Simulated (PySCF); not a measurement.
A PySCF script (with the pyscf-properties extension) for the NMR shieldings of `C1(C2CC2)=CCOBCB1`, C₇H₁₂B₂O, on a GFN2-xTB geometry:

```python
import basis_set_exchange as bse
import numpy as np
from pyscf import gto, dft
from pyscf.prop import nmr

atoms = """
B     2.824759    0.311130   -0.587659
C     2.345700   -1.033151    0.135755
B     0.928867   -1.234340   -0.478447
C    -0.241917   -0.285117   -0.082190
C    -1.623809   -0.810784   -0.270869
C    -2.755428   -0.432463    0.648978
C    -2.752420    0.061613   -0.758576
C    -0.066877    0.965811    0.376093
C     1.229605    1.677351    0.628218
O     2.264267    1.480345   -0.317620
H     3.678673    0.339590   -1.390445
H     3.033034   -1.859174   -0.022725
H     2.302532   -0.813200    1.203866
H     0.743473   -2.052768   -1.299336
H    -1.639755   -1.832090   -0.629891
H    -2.548906    0.269799    1.442259
H    -3.462461   -1.200456    0.924708
H    -3.458116   -0.363326   -1.456609
H    -2.540906    1.104717   -0.938535
H    -0.924354    1.588851    0.602792
H     1.048083    2.758038    0.649681
H     1.605547    1.379007    1.619703
"""
names = dict.fromkeys(["B", "C", "O", "H"], "pcSseg-1")
basis = {el: gto.basis.parse(bse.get_basis(n, elements=[el], fmt="nwchem")) for el, n in names.items()}
mol = gto.M(atom=atoms, basis=basis, charge=0, verbose=0)
mf = dft.RKS(mol, xc="PBE0")
mf.grids.level = 2
mf.grids.alignment = dft.numint.BLKSIZE   # the property module wants whole blocks of grid points
mf.conv_tol = 1e-9
mf.kernel()

calc = nmr.RKS(mf)   # GIAO
C = mf.mo_coeff
Co = C[:, mf.mo_occ > 0]
resp = mf.gen_response(singlet=True, hermi=2)
def vind(x):   # induced exchange potential for any number of trial vectors
    d = np.einsum("pi,xij,qj->xpq", C, 2 * x.reshape(-1, C.shape[1], Co.shape[1]), Co, optimize=True)
    return np.einsum("xpq,pi,qj->xij", resp(d - d.transpose(0, 2, 1)), C, Co, optimize=True).ravel()
mo1, _ = nmr.rhf.solve_mo1(calc, with_cphf=vind)
sigma = calc.kernel(mo1)
for i, s in enumerate(sigma):   # ppm
    print("%2d %-2s %9.2f" % (i, mol.atom_pure_symbol(i), np.trace(s) / 3))
```

**Question.** What does it print?

**Answer.** 
```
 0 B      55.09
 1 C     143.39
 2 B      29.07
 3 C      21.60
 4 C     169.18
 5 C     171.62
 6 C     168.22
 7 C      43.28
 8 C     115.75
 9 O     106.60
10 H      26.33
11 H      28.46
12 H      30.02
13 H      24.49
14 H      30.04
15 H      31.27
16 H      30.76
17 H      30.67
18 H      31.30
19 H      25.52
20 H      26.51
21 H      26.67
```

These numbers come from an equivalent density-fitted implementation of the same equations, which agrees with the script to about 0.01 ppm for H and up to a few tenths of a ppm for heavy atoms, so last digits may differ.

Size and cost of the density-fitted run: 230 basis functions, 94 s wall time on 1 thread of an Arm Neoverse N1, shared host; peak memory 1.1 GiB.
